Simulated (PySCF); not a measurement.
# Electron correlation in He (helium, neutral)

1s2, closed-shell 1S. All numbers are calculated (PySCF 2.14, no relativity, point nucleus, in cc-pVTZ). Frozen: nothing; 2 electrons correlated.

Total MP2 correlation energy: -33.14 mhartree.

Same-spin part 0.00 and opposite-spin part -33.14 mhartree; SCS-MP2 scales them by 1/3 and 6/5 to -39.77 mhartree.

With two correlated electrons CCSD is exact within the correlated space (frozen core and kept virtual orbitals).

| level | correlation energy (mhartree) |
| --- | --- |
| CCSD | -39.08 |

Diagnostics: T1 = 0.0012, D1 = 0.0018, largest double amplitude 0.049.

Cost of the coupled-cluster step: 0.04 s of wall time on 1 thread of Neoverse-V1 (shared host), for 2 correlated electrons.
